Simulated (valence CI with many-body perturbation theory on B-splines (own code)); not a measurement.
## Hyperfine factors and g values of Pm¹⁰⁺

Calculated by valence CI with perturbative core correlation (CI+MBPT): five valence electrons over a frozen Dirac-Fock core [Kr] 4d10, radial functions for each j: 7 s, 7 p, 7 d, 7 f, 4 g, 2 h, with the one-electron correlation potential Σ1 (screened to all orders), the two-electron term Σ2, the three-electron term Σ3, Breit, model QED; selected single and double excitations, second order for the rest, scaled by the run's own slope (own B-spline code, finite nucleus).

No measured spectrum was set against this ion. As an estimate, terms of the open shell hold to a few per cent of their energy, and close levels can change places; configurations with another count of f electrons can be misplaced by thousands of cm⁻¹. Core correlation moves these levels by up to 38000 cm⁻¹, and in measured spectra 5 to 20 % of such shifts remained as error; rates that hang on mixing are uncertain with them. Among the levels kept, up to 1000 cm⁻¹ of a level comes from second order outside the variational space, and about a tenth of that is noise between levels of different J, which matters for small intervals. The lowest computed level is not the ground level that NIST lists (°, for many ions itself from theory). Only levels of the ground parity were solved; by the run's estimate the other parity begins above the list, which can be wrong where configurations are misplaced.

A/g_I is the dipole constant over the nuclear g factor μ/I (μ in nuclear magnetons, uniformly magnetised nucleus), B/Q the quadrupole constant per barn. Both hold the static response of the core; the bare values leave it out. Large factors of s and p1/2 electrons are usually good to 5 to 10 %; those of open d and f shells near neutrality can be off by tens of per cent, and small factors of p3/2, d and f electrons come from cancelling terms and can be off by a factor of two or in sign, in half-filled shells by more. B is blank for J = 1/2, where it vanishes, and for nearly pure S terms. Energies count from the lowest level.

Names give the largest LS component (configuration and term), which can be under half, so a name can repeat, a term be missing and a line seem to break the LS rules; names also repeat where a configuration has a term twice. Letters in brackets count levels of one name in rising energy.

| Level | E (cm⁻¹) | g | A/g_I (MHz) | A/g_I bare | B/Q (MHz/b) | B/Q bare |
| --- | --- | --- | --- | --- | --- | --- |
| 4f²5s²5p ⁴I°_9/2 | 0.0 | 0.801 | 3720 | 3510 | 574 | 435 |
| 4f³5s² ⁴I°_9/2 | 3039 | 0.737 | 1070 | 951 | 483 | 373 |
| 4f³5s² ⁴I°_11/2 | 5259 | 0.971 | 974 | 1020 | 367 | 291 |
| 4f²5s²5p ⁴H°_7/2 | 5599 | 0.780 | -1670 | -1530 | -862 | -888 |
| 4f²5s²5p ⁴I°_11/2 | 7062 | 1.006 | 2640 | 2590 | -478 | -596 |
| 4f²5s²5p ⁴H°_9/2 | 7575 | 1.037 | -982 | -748 | -711 | -763 |
| 4f³5s² ⁴I°_13/2 | 8176 | 1.106 | 579 | 736 | 539 | 416 |
| 4f²5s²5p ⁴G°_5/2 | 9050 | 0.645 | 5680 | 5250 | 907 | 864 |
| 4f³5s² ⁴I°_15/2 | 11023 | 1.198 | 486 | 712 | 639 | 483 |
| 4f²5s²5p ²D°_3/2 | 11251 | 0.684 | -3940 | -3890 | 38.1 | 50.3 |
| 4f²5s²5p ⁴G°_7/2 | 11726 | 1.036 | 2170 | 2210 | -83.4 | -57.5 |
| 4f²5s²5p ⁴G°_11/2 | 11780 | 1.188 | -1310 | -983 | -62.6 | -208 |
| 4f²5s²5p ⁴H°_13/2 | 13267 | 1.145 | 2450 | 2490 | -2140 | -2120 |
| 4f²5s²5p ⁴F°_5/2 | 13578 | 1.162 | -2320 | -1980 | 449 | 428 |
| 4f²5s²5p ²G°_9/2 | 14170 | 1.097 | 2810 | 2830 | -391 | -380 |
| 4f²5s²5p ⁴D°_7/2 | 17601 | 1.240 | -380 | -92.0 | 1090 | 991 |
| 4f³5s² ⁴F°_3/2 | 19417 | 0.444 | 924 | 560 | -324 | -243 |
| 4f²5s²5p ²F°_7/2 | 19819 | 1.107 | -1940 | -1680 | 78.8 | 69.9 |
| 4f³5s² ²H°_9/2 | 20479 | 0.976 | 963 | 1030 | -319 | -251 |
| 4f³5s² ⁴F°_5/2 | 20745 | 1.033 | 517 | 610 | -250 | -190 |
| 4f³5s² ⁴S°_3/2 | 21224 | 1.923 | -347 | 441 |  |  |
| 4f²5s²5p ²H°_9/2 | 21834 | 1.098 | 2440 | 2470 | 141 | 131 |
| 4f³5s² ⁴F°_7/2 | 22136 | 1.209 | 284 | 526 | -412 | -317 |
| 4f³5s² ⁴F°_9/2 | 24264 | 1.201 | 1280 | 1460 | -96.4 | -35.3 |
| 4f³5s² ²H°_11/2 | 24693 | 1.097 | 557 | 694 | -45.2 | -49.3 |
| 4f³5s² ⁴G°_5/2 | 26515 | 0.606 | 1140 | 923 | -491 | -429 |
| 4f³5s² ²G°_7/2 | 26986 | 0.935 | 774 | 796 | -298 | -233 |
| 4f²5s²5p ²P°_3/2 | 28725 | 1.190 | -3120 | -2770 | 191 | 219 |
| 4f²5s²5p ²F°_5/2 | 28902 | 0.992 | 5070 | 4900 | 696 | 687 |
| 4f³5s² ²K°_13/2 | 29244 | 0.938 | 812 | 837 | 1550 | 1230 |
| 4f³5s² ⁴G°_7/2 | 29459 | 0.971 | 662 | 695 | -527 | -441 |
| 4f³5s² ⁴G°_9/2 | 30469 | 1.139 | 604 | 784 | -27.8 | -20.6 |
| 4f³5s² ²D°_3/2 | 32022 | 1.087 | 2080 | 2130 | 2.27 | 26.7 |
| 4f³5s² ²G°_9/2 | 32243 | 1.139 | 505 | 662 | -594 | -481 |
| 4f³5s² ²K°_15/2 | 32389 | 1.062 | 594 | 715 | 1780 | 1400 |
| 4f²5s²5p ⁴D°_1/2 | 32515 | 0.099 | 12100 | 10800 |  |  |
| 4f²5s²5p ²S°_1/2 | 32684 | 2.114 | 1980 | 2940 |  |  |
| 4f³5s² ⁴G°_11/2 | 33319 | 1.260 | 446 | 724 | -69.3 | -75.7 |
| 4f³5s² ²D°_5/2 [a] | 34032 | 1.175 | 2010 | 2170 | -261 | -167 |
| 4f²5s²5p ²I°_11/2 | 35215 | 0.982 | -904 | -711 | -1510 | -1620 |

(1) Take the isotope of mass number 147, with I = 7/2, μ = 2.58 μN and Q = 0.74 b. What is the hyperfine structure of 4f²5s²5p ⁴H°_9/2?

Results:

(1) From the table A = -724 MHz, B = -526 MHz. Shifts from the centre of gravity in MHz: F = 1: 13700, F = 2: 12300, F = 3: 10200, F = 4: 7450, F = 5: 3910, F = 6: -408, F = 7: -5540, F = 8: -11500.
